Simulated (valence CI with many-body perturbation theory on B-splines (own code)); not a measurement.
## Ni23+: key properties

Calculated by relativistic CI+MBPT: three valence electrons over a frozen Dirac-Fock core [He], radial functions for each j: 9 s, 9 p, 8 d, 6 f, 3 g, 1 h, with the one-electron correlation potential Σ1 (screened to all orders), the two-electron term Σ2, the three-electron term Σ3, Breit, model QED; selected single and double excitations, second order for the rest, scaled by the run's own slope (own B-spline code, finite nucleus).

No measured levels were compared; by estimate levels of excited configurations hold to 0.05 to 0.15 % of their energy, terms of the ground configuration to about 0.5 %.

Names give the largest LS component (configuration and term), which can be under half, so a name can repeat, a term be missing and a line seem to break the LS rules; names also repeat where a configuration has a term twice.

Rates and lifetimes use the calculated energies. Strong lines usually hold to 10 to 20 %, long lifetimes can be off by a factor of two.

What is the ground level?

2s²2p ²P°_1/2, composition 98 % 2s²2p ²P°, g = 0.660.

How is the term ²P° of the ground level split?

J = 1/2 at 0.0, J = 3/2 at 20.3 eV.

Where does the other parity begin?

At 2s2p² ⁴P_1/2, 56.7 eV.

Among levels below 1327.9 eV, which E1 lines absorb most strongly from the ground level?

to 2s²3d ²D_3/2 at 0.9963 nm, f = 0.677; to 2s2p3p ²D_3/2 at 0.9687 nm, f = 0.219; to 2s2p3p ²P_1/2 at 0.9729 nm, f = 0.140.

What are the static dipole polarisabilities of the lowest levels?

2s²2p ²P°_1/2 0.00976; 2s²2p ²P°_3/2 0.00993 (tensor 0.00092) bohr³, of which the core gives 1.48e-05.
